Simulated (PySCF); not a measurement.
**Correlation energy of P⁺ (phosphorus, charge +1)**

[Ne] 3s2 3p2, high-spin 3P determinant. Calculation: PySCF 2.14, in aug-cc-pVDZ-DK (5s4p2d, 27 functions); scalar relativity by spin-free X2C-1e. Frozen: [Ne]; 4 electrons correlated.

MP2 pair energies summed by pair of shells (mhartree):

```
 pair  energy  share (%)
3s-3p  -30.25       60.2
3s-3s  -14.63       29.1
3p-3p   -5.38       10.7
```

Total MP2 correlation energy: -50.26 mhartree.

Same-spin part -8.37 and opposite-spin part -41.89 mhartree; SCS-MP2 scales them by 1/3 and 6/5 to -53.05 mhartree.

```tsv
level	correlation energy (mhartree)
CCSD	-70.96
(T)	-1.04
CCSD(T)	-72.00
```

Diagnostics: T1 = 0.0085, D1 = 0.0232, largest double amplitude 0.104.

Problem. Is a single reference adequate?

Solution. Mostly. T1 lies below 0.03, but a double amplitude of this size points to a near-degeneracy that CCSD handles and MP2 describes poorly.
